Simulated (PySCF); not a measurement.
CF3, SMILES F[C+](F)F, charge +1.

Coordinates come from a B3LYP-D3(BJ)/def2-TZVP optimisation.

Level of theory: HF/def2-TZVPD in PySCF.

Gas-phase values at a fixed geometry.

### Question
Estimate the frontier levels, gap, dipole moment and polarisability. (An estimate is asked for; the answer gives what the named calculation found.)

### Answer

```
Property                                                         Result
------------------------------------------------  ---------------------
highest occupied level                                        -28.00 eV
lowest empty level                                             -5.55 eV
orbital gap                                                    22.45 eV
dipole moment about the centre of nuclear charge                 0.00 D
mean static polarisability                         12.0 bohr³ (1.77 Å³)
polarisability, principal values                  9.0, 13.4, 13.4 bohr³
```
